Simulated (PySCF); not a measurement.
**Exercise with solution: oscillator strength and radiative lifetime**

Sn(Br)(OH)3 (BrH3O3Sn), SMILES [OH][Sn]([OH])([Br])[OH].

Coordinates come from a r2SCAN-D4/def2-SVP optimisation. The structure was generated by enumeration; whether it is a known compound was not checked. The def2 effective core potentials stand for the cores of Sn; spin–orbit coupling is left out. Other conformers were not sampled.

TDA-PBE/def2-SVPD (PySCF) puts the first singlet state with f over 0.02 at 4.57 eV (vertical), with the transition dipole (-0.495, -0.386, -0.236) in atomic units.

Problem. Find the oscillator strength, the wavelength and the radiative lifetime that this transition would have in vacuum if emission retraced absorption.

Solution. 
|μ|² = 0.4497 au, so |μ| = 1.70 D. ΔE = 4.57/27.211 = 0.1679 hartree. f = (2/3) ΔE |μ|² = 0.050 (the program prints 0.050).
λ = 1239.84/4.57 = 271 nm; ν = 36860 cm⁻¹.
Einstein's coefficient A = 0.6670 ν² f s⁻¹ (ν in cm⁻¹) = 4.6e7 s⁻¹, so τ = 1/A = 22 ns. This state is S3; the lower singlets have f = 0.007, 0.007. The figure is the radiative limit of this one transition; relaxation, internal conversion, crossing to triplets and a medium change what is measured.
